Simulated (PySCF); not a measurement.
Cl₅Si₂, multiplicity 2. Atoms are numbered in the order given.

```xyz
7

Cl     2.2190     0.0405    -1.6965
Si     1.3145    -0.7346     0.0000
Cl     2.2190     0.0405     1.6965
Si    -0.9204    -0.0114     0.0000
Cl    -1.0671     2.0406     0.0000
Cl    -1.8476    -0.7536     1.6788
Cl    -1.8476    -0.7536    -1.6788
```
Charge 0, spin multiplicity 2.

Geometry: r2SCAN-D4/def2-SVP. The isomer is the one that the SMILES or the coordinates give; other isomers of the formula were not compared. The values are those of a single conformer.

Method: r2SCAN-D4/def2-SVP in PySCF.

Frequencies are harmonic and unscaled.

Computed normal modes with their intensities:
```
mode  ν (cm⁻¹)  IR (km/mol)  moving atoms (share of kinetic energy)
----  --------  -----------  --------------------------------------
1           22          0.0                                 Cl 98 %
2           52          0.7                                 Cl 97 %
3           62          0.8                                 Cl 93 %
4          119          0.0                                 Cl 97 %
5          131          0.3                        Cl 88 %, Si 12 %
6          171          4.1                        Cl 84 %, Si 16 %
7          191          1.7                        Cl 80 %, Si 20 %
8          197         11.7                        Cl 71 %, Si 29 %
9          234         20.8                        Si 55 %, Cl 45 %
10         353          2.6                        Cl 59 %, Si 41 %
11         484        152.8                        Cl 51 %, Si 49 %
12         577         58.4                        Si 65 %, Cl 35 %
13         584         13.9                        Si 73 %, Cl 27 %
14         604        149.7                        Si 68 %, Cl 32 %
15         607        208.2                        Si 65 %, Cl 35 %
```
